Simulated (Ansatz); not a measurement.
Start from `FB[AsH2]` and change one atom or group to get `B[AsH2]`.

Ansatz, PBE0-D4/def2-TZVP geometries, multiplicity 1. 

Outer-core shells of As are correlated without core-valence functions. Scalar relativity is left out up to krypton. Spin–orbit coupling is left out.

```
                                                                                  property  `FB[AsH2]`
                                                       HOMO energy (B3LYP/def2-TZVPP) / eV       -7.32
                                      vertical ionisation energy (CCSD(T)/def2-TZVPP) / eV        9.90
                                            size of the dipole moment (PBE/def2-TZVPP) / D        0.61
ideal-gas entropy at 298 K and 1 bar (rigid rotor, harmonic PBE0-D4/def2-TZVP) / J/(mol·K)         293
                                                     LUMO energy (ωB97M-V/def2-TZVPP) / eV        0.73
                                                     HOMO–LUMO gap (B3LYP/def2-TZVPP) / eV        5.84
```

Problem. Give the same properties after the change, and the shifts. (An estimate is asked.)

Solution. The calculation gave: 
| property | `B[AsH2]` | shift |
| --- | --- | --- |
| HOMO energy (B3LYP/def2-TZVPP) / eV | -7.21 | 0.11 |
| vertical ionisation energy (CCSD(T)/def2-TZVPP) / eV | 9.70 | -0.20 |
| size of the dipole moment (PBE/def2-TZVPP) / D | 0.50 | -0.11 |
| ideal-gas entropy at 298 K and 1 bar (rigid rotor, harmonic PBE0-D4/def2-TZVP) / J/(mol·K) | 268 | -25 |
| LUMO energy (ωB97M-V/def2-TZVPP) / eV | -0.01 | -0.74 |
| HOMO–LUMO gap (B3LYP/def2-TZVPP) / eV | 5.07 | -0.77 |

With PBE0 the HOMO rises by 0.11 eV and the LUMO falls by 0.68 eV, so the gap narrows by about 0.79 eV. PBE moves the HOMO by -0.01 eV and ωB97M-V by 0.13 eV. Dipoles are sizes alone; their direction can turn.

B3LYP here is the variant with VWN-RPA as its local correlation; programs differ in this.
